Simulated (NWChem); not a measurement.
System: Si₂NH₆ cation

The following NWChem deck was run.

```
start job
memory heap 200 mb stack 900 mb global 1100 mb
charge 1
geometry units angstroms noautosym nocenter noautoz
  Si    -0.139598     1.592313     0.000301
  N      0.611492     0.122755    -0.000829
  Si    -0.113768    -1.561324    -0.001299
  H     -1.613729     1.610917     0.000310
  H      0.684151     2.816230     0.001418
  H      1.636075     0.141398    -0.001213
  H      0.362300    -2.212124    -1.245216
  H     -1.575197    -1.301118     0.009828
  H      0.380456    -2.219370     1.231628
end
basis spherical
  * library sto-3g
end
dft
  xc hfexch
  iterations 150
end
property
  shielding
end
task dft property
```

STO-3G and 3-21G are far too small for this property and stand as cheap habits. The geometry was optimised at PBE0/def2-SVP.

GIAO values for the isolated, static molecule; σ is the absolute isotropic shielding, δ = σ(reference) − σ with the isolated reference molecule computed at the same levels (1H: tetramethylsilane, 15N: ammonia, 29Si: tetramethylsilane).

Atoms are numbered as in the input.

### Question
What results follow from this input? (Hartree-Fock/STO-3G, GIAO.) Quantities: δ Si1 (ppm); δ N2 (ppm); δ Si3 (ppm); δ H4 (ppm); δ H5 (ppm); δ H6 (ppm); δ H7 (rotor mean) (ppm).

### Answer
| Quantity | Result |
|---|---|
| δ Si1 (ppm) | 160.7 |
| δ N2 (ppm) | 56.0 |
| δ Si3 (ppm) | -25.4 |
| δ H4 (ppm) | 6.44 |
| δ H5 (ppm) | 6.56 |
| δ H6 (ppm) | 5.29 |
| δ H7 (rotor mean) (ppm) | 3.32 |
